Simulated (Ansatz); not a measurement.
Computed with Ansatz.

Basis-set series for CH₅BrSSi (`C[SiH](S)Br`). The species carries charge 0 and has multiplicity 1. All single points use the PBE0-D4/def2-TZVP geometry. It is one conformer, not always the lowest.

Z-matrix (Å, degrees):
```
C
Si 1 1.856
H 1 1.092 2 110.2
H 1 1.092 2 109.9 3 120.3
H 1 1.092 2 110.6 3 -119.7
S 2 2.127 1 112.8 3 -178.6
Br 2 2.231 1 107.7 3 57.8
H 2 1.480 1 113.1 3 -60.5
H 6 1.344 2 94.4 1 -53.3
```

```json
{"functional": "PBE0-D4", "basis": "def2-TZVPP", "functions": "233", "energy (Eh)": "-3302.48736", "HOMO (eV)": "-7.66", "LUMO (eV)": "-0.04"}
{"functional": "PBE0-D4", "basis": "def2-QZVPP", "functions": "436", "energy (Eh)": "-3302.56434", "HOMO (eV)": "-7.69", "LUMO (eV)": "-0.16"}
{"functional": "ωB97M-V", "basis": "def2-TZVPP", "functions": "233", "energy (Eh)": "-3302.87373", "HOMO (eV)": "-9.84", "LUMO (eV)": "1.89"}
{"functional": "ωB97M-V", "basis": "def2-QZVPP", "functions": "436", "energy (Eh)": "-3302.94759", "HOMO (eV)": "-9.87", "LUMO (eV)": "1.50"}
```

**Question.** Give the rows for def2-SVP. (Best estimate.)

**Answer.** The calculation gave: 
```
functional     basis  functions  energy (Eh)  HOMO (eV)  LUMO (eV)
   PBE0-D4  def2-SVP        107  -3301.88617      -7.55       0.32
   ωB97M-V  def2-SVP        107  -3302.27097      -9.70       2.37
```

Positive LUMOs are unbound and depend on the basis. Scalar relativity is left out up to krypton.
